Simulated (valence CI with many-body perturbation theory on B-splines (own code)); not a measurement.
**Tl³¹⁺: calculated level list**

Computed by configuration interaction combined with many-body perturbation theory (CI+MBPT): four valence electrons over a frozen Dirac-Fock core [Kr] 4d10, a basis of 7 s, 7 p, 7 d, 7 f, 4 g, 2 h functions for each j, with the one-electron correlation potential Σ1, the two-electron term Σ2, the three-electron term Σ3, Breit, model QED; selected CI, second order for the rest, scaled by the run's own slope (own B-spline code, finite nucleus).

The last digits are not significant, and no measured levels were compared; by estimate large intervals hold to a few tenths of a per cent, small ones and those within an open d or f shell to about a per cent. Excitations out of the core, of the other parity, are not computed and may begin above about 195 eV (a cautious bound); beyond it only levels of the ground parity were kept, without lifetimes.

Levels 1 to 45 of 125, with energies above the lowest level, (4f5/2^4) J=4. "Leading %" is the weight of the configuration and term that name the level; weights of strongly mixed levels are sums over their largest components and can fall short. In the jj column 3d3/2^4 stands for four electrons in 3d with j = 3/2. Lifetimes count E1, E2, E3, M1 and M2 decay at the calculated energies, and are blank where another channel may lead or the interval is too uncertain; long ones can be off by a factor of two.

| No. | Configuration | Term | J | E (cm⁻¹) | Leading % | Lifetime | Leading jj | g |
| --- | --- | --- | --- | --- | --- | --- | --- | --- |
| 1 | 4f4 | 5I | 4 | 0.0 | 67 |  | 4f5/2^4 (74 %) | 0.678 |
| 2 | 4f4 | 5I | 5 | 31540 | 85 | 650 μs | 4f5/2^3 4f7/2 (86 %) | 0.918 |
| 3 | 4f4 | 3F | 2 | 39849 | 29 | 32.4 s | 4f5/2^4 (91 %) | 0.898 |
| 4 | 4f4 | 5I | 6 | 52780 | 72 | 1.96 ms | 4f5/2^3 4f7/2 (56 %) | 1.028 |
| 5 | 4f4 | 3G | 4 | 60879 | 26 | 448 μs | 4f5/2^3 4f7/2 (71 %) | 0.998 |
| 6 | 4f4 | 5F | 1 | 62330 | 72 | 2.71 ms | 4f5/2^3 4f7/2 (93 %) | 0.165 |
| 7 | 4f4 | 5I | 7 | 65069 | 42 | 14.7 ms | 4f5/2^3 4f7/2 (66 %) | 1.064 |
| 8 | 4f4 | 5F | 3 | 71851 | 49 | 1.40 ms | 4f5/2^3 4f7/2 (91 %) | 1.072 |
| 9 | 4f4 | 3K | 8 | 73489 | 33 | 90.7 ms | 4f5/2^3 4f7/2 (76 %) | 1.078 |
| 10 | 4f4 | 5G | 2 | 74738 | 50 | 1.69 ms | 4f5/2^3 4f7/2 (90 %) | 0.678 |
| 11 | 4f4 | 5G | 3 | 78409 | 51 | 599 μs | 4f5/2^3 4f7/2 (95 %) | 0.980 |
| 12 | 4f4 | 5S | 2 | 80181 | 42 | 2.70 ms | 4f5/2^3 4f7/2 (77 %) | 1.534 |
| 13 | 4f4 | 3K | 6 | 91811 | 67 | 255 μs | 4f5/2^2 4f7/2^2 (68 %) | 0.920 |
| 14 | 4f4 | 3G | 5 | 92060 | 31 | 894 μs | 4f5/2^3 4f7/2 (67 %) | 1.154 |
| 15 | 4f4 | 3L | 7 | 99229 | 49 | 407 μs | 4f5/2^2 4f7/2^2 (54 %) | 1.012 |
| 16 | 4f4 | 5F | 4 | 101170 | 60 | 597 μs | 4f5/2^2 4f7/2^2 (63 %) | 1.226 |
| 17 | 4f4 | 5D | 0 | 104450 | 50 | 316 ms | 4f5/2^4 (82 %) |  |
| 18 | 4f4 | 5I | 8 | 106840 | 42 | 616 μs | 4f5/2^2 4f7/2^2 (57 %) | 1.062 |
| 19 | 4f4 | 5G | 4 | 115730 | 56 | 207 μs | 4f5/2^2 4f7/2^2 (83 %) | 1.020 |
| 20 | 4f4 | 5F | 2 | 118570 | 36 | 265 μs | 4f5/2^2 4f7/2^2 (86 %) | 1.127 |
| 21 | 4f4 | 3G | 3 | 120000 | 50 | 289 μs | 4f5/2^2 4f7/2^2 (93 %) | 0.908 |
| 22 | 4f4 | 5F | 5 | 122900 | 41 | 677 μs | 4f5/2^2 4f7/2^2 (57 %) | 1.252 |
| 23 | 4f4 | 3F | 2 | 125960 | 33 | 345 μs | 4f5/2^2 4f7/2^2 (76 %) | 1.131 |
| 24 | 4f4 | 3P | 1 | 126230 | 48 | 353 μs | 4f5/2^2 4f7/2^2 (83 %) | 1.076 |
| 25 | 4f4 | 3I | 5 | 126700 | 45 | 343 μs | 4f5/2^2 4f7/2^2 (63 %) | 0.987 |
| 26 | 4f4 | 3F | 4 | 128780 | 36 | 633 μs | 4f5/2^3 4f7/2 (54 %) | 1.165 |
| 27 | 4f4 | 5D | 1 | 129450 | 61 | 1.25 ms | 4f5/2^3 4f7/2 (79 %) | 1.449 |
| 28 | 4f4 | 3L | 8 | 133160 | 66 | 869 μs | 4f5/2^2 4f7/2^2 (93 %) | 1.007 |
| 29 | 4f4 | 3D | 3 | 133490 | 35 | 773 μs | 4f5/2^2 4f7/2^2 (77 %) | 1.253 |
| 30 | 4f4 | 3M | 9 | 133500 | 66 | 580 μs | 4f5/2^2 4f7/2^2 (99 %) | 1.041 |
| 31 | 4f4 | 5G | 6 | 134090 | 49 | 1.00 ms | 4f5/2^2 4f7/2^2 (49 %) | 1.207 |
| 32 | 4f4 | 3H | 5 | 136320 | 47 | 461 μs | 4f5/2^2 4f7/2^2 (65 %) | 1.108 |
| 33 | 4f4 | 3P | 0 | 137260 | 92 | 1.21 ms | 4f5/2^2 4f7/2^2 (96 %) |  |
| 34 | 4f4 | 3F | 4 | 140390 | 46 | 489 μs | 4f5/2^2 4f7/2^2 (55 %) | 1.126 |
| 35 | 4f4 | 3F | 2 | 141730 | 43 | 184 μs | 4f5/2^2 4f7/2^2 (93 %) | 0.736 |
| 36 | 4f4 | 3I | 6 | 143280 | 56 | 829 μs | 4f5/2^2 4f7/2^2 (82 %) | 1.059 |
| 37 | 4f4 | 3K | 7 | 147920 | 42 | 168 μs | 4f5/2 4f7/2^3 (70 %) | 1.010 |
| 38 | 4f4 | 5D | 2 | 148030 | 70 | 1.02 ms | 4f5/2^2 4f7/2^2 (56 %) | 1.398 |
| 39 | 4f4 | 3I | 7 | 151630 | 45 | 519 μs | 4f5/2^2 4f7/2^2 (76 %) | 1.066 |
| 40 | 4f4 | 3M | 8 | 154500 | 32 | 218 μs | 4f5/2 4f7/2^3 (58 %) | 1.060 |
| 41 | 4f4 | 3H | 6 | 156910 | 53 | 416 μs | 4f5/2^2 4f7/2^2 (57 %) | 1.112 |
| 42 | 4f4 | 3M | 10 | 158780 | 74 | 5.21 ms | 4f5/2^2 4f7/2^2 (79 %) | 1.070 |
| 43 | 4f4 | 5D | 3 | 159670 | 34 | 842 μs | 4f5/2^2 4f7/2^2 (59 %) | 1.247 |
| 44 | 4f4 | 3G | 4 | 160890 | 46 | 249 μs | 4f5/2^2 4f7/2^2 (49 %) | 1.071 |
| 45 | 4f4 | 3K | 6 | 168550 | 43 | 516 μs | 4f5/2^3 4f7/2 (36 %) | 1.026 |

Where two levels of one J and parity lie close, their mixing, g and order are uncertain.

The ionisation energy to 4f3 4I°_9/2 of the next ion comes out as 1154.2 eV (NIST: 1170 ± 60 eV (theoretical)). All 125 levels together are meant to be complete up to 1568800 cm⁻¹.
